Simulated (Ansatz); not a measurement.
System: H₃Si (cation, charge +1), singlet: umbrella (inversion) coordinate, bond length relaxed. Scanned: angle between the Si-H bonds and the threefold axis (90 = planar). Other coordinates (Si-H bond length) were minimised at B3LYP/def2-TZVP.

- CCSD(T)/def2-SVP = Ansatz (a program for electronic structure) with CCSD(T) on RHF/def2-SVP, frozen core
- RKS-PBE/def2-SVP = restricted PBE/def2-SVP (Ansatz)
- RKS-BLYP/def2-SVP = Ansatz with restricted BLYP/def2-SVP
- RKS-B3LYP/def2-SVP = restricted B3LYP/def2-SVP in Ansatz
- CCSDT(Q)/def2-SVP = CCSDT(Q) on RHF/def2-SVP, frozen core run with Ansatz
- FCI/def2-SVP = full CI/def2-SVP, frozen core (Ansatz)

Cost and accuracy over the 15 points of the scan, with FCI/def2-SVP as yardstick. Costs are rough ratios of core time within Ansatz on shared cores, each with its mean field (Kohn-Sham runs search longer for lower solutions than correlated ones do); the miss is the largest error against full CI of the profile after the mean shift, in kcal/mol.

Q: Which is the cheapest of these levels that stays within 0.65 kcal/mol of FCI/def2-SVP?

A: CCSD(T)/def2-SVP.

```json
[
 {"level": "CCSD(T)/def2-SVP", "relative cost": "1", "largest error": "0.2"},
 {"level": "RKS-PBE/def2-SVP", "relative cost": "1", "largest error": "1.8"},
 {"level": "RKS-BLYP/def2-SVP", "relative cost": "1", "largest error": "1.1"},
 {"level": "RKS-B3LYP/def2-SVP", "relative cost": "1", "largest error": "2.1"},
 {"level": "CCSDT(Q)/def2-SVP", "relative cost": "4", "largest error": "0.0"}
]
```

Costs within a factor of two of each other count as equal.
